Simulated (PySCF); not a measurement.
C4H11AlO2 (SMILES C[C](C)(C)[Al]([OH])[OH]), singlet, at a GFN2-xTB geometry (such geometries of metal compounds can be far from the true shape); PySCF with CASSCF(2,4)/STO-3G.

Input for PySCF:
```python
from pyscf import gto, scf, mcscf
import numpy

mol = gto.Mole()
mol.atom = '''
    Al    1.010062   -0.367821    0.035039
    O     1.990292    0.010788   -1.231660
    H     2.532741    0.248658   -1.968172
    O     1.405218   -1.321467    1.316930
    H     1.617665   -1.863494    2.061554
    C    -0.908111    0.354397   -0.021215
    C    -1.834459   -0.662295   -0.699789
    C    -1.418498    0.598417    1.399296
    C    -0.954057    1.658596   -0.817413
    H    -2.858658   -0.282955   -0.726425
    H    -1.834076   -1.606559   -0.158369
    H    -1.514528   -0.854573   -1.722279
    H    -1.346791   -0.310852    1.993423
    H    -0.834639    1.373086    1.893522
    H    -2.464373    0.912400    1.380758
    H    -0.365281    2.432585   -0.328028
    H    -0.553454    1.510640   -1.818688
    H    -1.982741    2.013471   -0.910229
'''
mol.basis = 'sto-3g'
mol.charge = 0
mol.spin = 0
mol.verbose = 4
mol.build()

mf = scf.RHF(mol)
mf.kernel()
mc = mcscf.CASSCF(mf, 4, 2)
mc.fix_spin_(ss=0.0)
mc.kernel()
occ = numpy.linalg.eigvalsh(mc.fcisolver.make_rdm1(mc.ci, mc.ncas, mc.nelecas))[::-1]
ss = mc.fcisolver.spin_square(mc.ci, mc.ncas, mc.nelecas)[0]
print('natural occupations', occ.round(4), ' <S^2>', round(ss, 4))
```

Q: Write the output that PySCF gives for this input, abridged.

A: 
```
PySCF version 2.14.0

[INPUT] verbose = 4
[INPUT] num. atoms = 18
[INPUT] num. electrons = 64
[INPUT] charge = 0
[INPUT] spin (= nelec alpha-beta = 2S) = 0
[INPUT] symmetry False subgroup None
[INPUT] Mole.unit = angstrom
[INPUT] Symbol           X                Y                Z      unit          X                Y                Z       unit  Magmom
[...]
nuclear repulsion = 383.933848131675
number of shells = 34
number of NR pGTOs = 150
number of NR cGTOs = 50
basis = sto-3g
ecp = {}

******** <class 'pyscf.scf.hf.RHF'> ********
method = RHF
initial guess = minao
damping factor = 0
level_shift factor = 0
DIIS = <class 'pyscf.scf.diis.CDIIS'>
diis_start_cycle = 1
diis_space = 8
diis_damp = 0
SCF conv_tol = 1e-09
SCF conv_tol_grad = None
SCF max_cycles = 50
direct_scf = True
direct_scf_tol = 1e-13
Set gradient conv threshold to 3.16228e-05
Initial guess from minao.
init E= -543.506472639697
[...]
cycle= 1 E= -542.596298865105  delta_E= 0.91  |g|= 0.651  |ddm|=  4.9
[...]
cycle= 2 E= -542.754987337336  delta_E= -0.159  |g|= 0.141  |ddm|= 1.16
[...]
cycle= 3 E= -542.762446377119  delta_E= -0.00746  |g|= 0.0311  |ddm|= 0.229
[...]
cycle= 4 E= -542.76301967525  delta_E= -0.000573  |g|= 0.0077  |ddm|= 0.0806
[...]
cycle= 5 E= -542.763049555395  delta_E= -2.99e-05  |g|= 0.00181  |ddm|= 0.0162
[...]
cycle= 6 E= -542.763052155196  delta_E= -2.6e-06  |g|= 0.000572  |ddm|= 0.00539
[...]
cycle= 7 E= -542.763052392334  delta_E= -2.37e-07  |g|= 5.71e-05  |ddm|= 0.00188
[...]
cycle= 8 E= -542.763052394828  delta_E= -2.49e-09  |g|= 1.25e-05  |ddm|= 0.000183
[...]
cycle= 9 E= -542.763052394971  delta_E= -1.42e-10  |g|= 3.66e-06  |ddm|= 4.18e-05
[...]
Extra cycle  E= -542.763052394977  delta_E= -6.82e-12  |g|= 1.55e-06  |ddm|= 9.8e-06
converged SCF energy = -542.763052394977

******** <class 'pyscf.mcscf.mc1step.CASSCF'> ********
CAS (1e+1e, 4o), ncore = 31, nvir = 15
max_cycle_macro = 50
max_cycle_micro = 4
conv_tol = 1e-07
conv_tol_grad = None
orbital rotation max_stepsize = 0.02
orbital rotation threshold for CI restart = 0.01
augmented hessian ah_max_cycle = 30
augmented hessian ah_conv_tol = 1e-12
augmented hessian ah_linear dependence = 1e-14
augmented hessian ah_level shift = 1e-08
augmented hessian ah_start_tol = 2.5
augmented hessian ah_start_cycle = 3
augmented hessian ah_grad_trust_region = 3
kf_trust_region = 3
kf_interval = 4
ci_response_space = 4
ci_grad_trust_region = 3
with_dep4 0
natorb = False
canonicalization = True
sorting_mo_energy = False
ao2mo_level = 2
internal_rotation = False
******** <class 'pyscf.fci.addons.SpinPenaltyFCISolver'> ********
max. cycles = 50
conv_tol = 1e-08
davidson only = True
linear dependence = 1e-12
level shift = 0.001
max iter space = 12
nroots = 1
pspace_size = 400
spin = None
CASCI E = -542.765095116869  S^2 = 0.0000000
Set conv_tol_grad to 0.000316228
macro iter   1 ( 21 JK    4 micro), CASSCF E = -542.773290772901  dE = -8.19565603e-03  S^2 = 0.0000000
               |grad[o]|=0.00671  |grad[c]|=0.0219  |ddm|=0.0437  |maxRot[o]|=0.265
macro iter   2 ( 21 JK    4 micro), CASSCF E = -542.777784890427  dE = -4.49411753e-03  S^2 = 0.0000000
               |grad[o]|=0.0132  |grad[c]|=0.00571  |ddm|=0.00669  |maxRot[o]|=0.205
macro iter   3 ( 21 JK    4 micro), CASSCF E = -542.778702114993  dE = -9.17224566e-04  S^2 = 0.0000000
               |grad[o]|=0.00475  |grad[c]|=0.00337  |ddm|=0.000985  |maxRot[o]|=0.292
macro iter   4 ( 18 JK    4 micro), CASSCF E = -542.779002675626  dE = -3.00560633e-04  S^2 = 0.0000000
               |grad[o]|=0.00255  |grad[c]|=0.00117  |ddm|=0.00179  |maxRot[o]|=0.216
macro iter   5 (  9 JK    3 micro), CASSCF E = -542.779016592935  dE = -1.39173083e-05  S^2 = 0.0000000
               |grad[o]|=0.000646  |grad[c]|=0.000163  |ddm|=9.87e-05  |maxRot[o]|=0.0185
macro iter   6 (  4 JK    1 micro), CASSCF E = -542.779016829371  dE = -2.36436790e-07  S^2 = 0.0000000
               |grad[o]|=8.72e-05  |grad[c]|=2.6e-05  |ddm|=1.74e-05  |maxRot[o]|=0.00265
macro iter   7 (  1 JK    1 micro), CASSCF E = -542.779016829373  dE = -1.70530257e-12  S^2 = 0.0000000
               |grad[o]|=1.54e-05  |grad[c]|=1.5e-06  |ddm|=7.76e-07  |maxRot[o]|=    0
1-step CASSCF converged in   7 macro ( 95 JK  21 micro) steps
CASSCF canonicalization
Density matrix diagonal elements [1.97126911e+00 2.56299106e-02 2.25069828e-03 8.50277732e-04]
CASSCF energy = -542.779016829373
CASCI E = -542.779016829373  E(CI) = -1.27499698003635  S^2 = 0.0000000
natural occupations [1.9717e+00 2.6600e-02 9.0000e-04 9.0000e-04]  <S^2> 0.0
```
